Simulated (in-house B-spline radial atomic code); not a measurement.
A calculation on Cd4+ (an excited or competing configuration): its settings, and results tabulated from the run. Method: Dirac-Hartree-Fock, average of the jj configuration, Fermi nucleus of rms radius 4.6087 fm. Calculated with an all-electron radial atomic-structure program (B-spline basis).

In the input, a minus or plus after the letter marks the j = l - 1/2 or j = l + 1/2 subshell.

Command:
```bash
python run_scf.py task.json out
```
Settings (nuclear radius in fm, mass in u):
```
Z                48
configuration    1s2 2s2 2p6 3s2 3p6 3d10 4s2 4p6 4d-2 4d+6
hamiltonian      dirac
method           hf
spin_polarised   False
nucleus          fermi
rms_radius       4.6087
atomic_mass      113.90336
speed_of_light   137.035999084
```

Output (hartree, bohr):
```
 radial grid: 68 intervals, B-splines of order 8, outer radius 22.1277 bohr

 iter        energy (Eh)    residual
    1       -5574.915375    6.73e-01
    2       -5585.645086    3.66e-01
    3       -5588.900880    1.16e-01
    4       -5589.174205    3.51e-02
    5       -5589.193730    1.39e-02
    6       -5589.198385    1.38e-03
    7       -5589.198408    1.25e-04
    8       -5589.198408    1.58e-05
    9       -5589.198408    1.65e-06
   10       -5589.198408    1.20e-07

 total energy                     -5589.19841
 kinetic                            5861.6866
 electron-nucleus                 -13476.7231
 electron-electron                  2025.8381

 first-order corrections (not in the total)
   Gaunt                             4.2751
   retardation                      -0.4340
   frequency dependence             -0.0345
   self-energy                       2.8902
   Uehling                          -0.3647
   Wichmann-Kroll                    0.0070
   recoil                            0.0185

 orbital      occ     eigenvalue          <r>       <r^2>       <1/r>       r_max    small
 1s1/2      2.000      -989.4033      0.03039  0.00124919     50.6422     0.01968  3.10e-02
 2s1/2      2.000      -151.8542     0.131055   0.0203155     11.7165      0.1112  6.54e-03
 2p1/2      2.000      -141.0606     0.111313    0.015227     11.6604     0.08606  6.52e-03
 2p3/2      4.000      -133.9738      0.11645    0.016538     10.9298     0.09037  6.24e-03
 3s1/2      2.000       -31.3568      0.35603    0.145045     4.12765       0.323  1.87e-03
 3p1/2      2.000       -26.9872     0.347981    0.140699     4.02492      0.3101  1.81e-03
 3p3/2      4.000       -25.6852     0.358595    0.149242     3.85076      0.3198  1.74e-03
 3d3/2      4.000       -18.0150     0.331894    0.130947      3.6728      0.2645  1.60e-03
 3d5/2      6.000       -17.7878     0.334689    0.132956     3.63293      0.2671  1.59e-03
 4s1/2      2.000        -6.6997     0.876218    0.866739     1.56918      0.7946  4.64e-04
 4p1/2      2.000        -5.1171     0.928499    0.981464     1.45975      0.8264  4.14e-04
 4p3/2      4.000        -5.0074      0.95544       1.039     1.40795        0.85  3.95e-04
 4d3/2      2.000        -2.6303      1.14137     1.52116      1.1519      0.9507  2.80e-04
 4d5/2      6.000        -2.6150      1.15257     1.54982     1.13665      0.9597  2.73e-04
```

Time taken, with all properties: 0.99 s on 1 thread of Arm Neoverse V1, on a shared host.

For the Dirac Hamiltonian the kinetic term is c α·p + (β - 1)c².
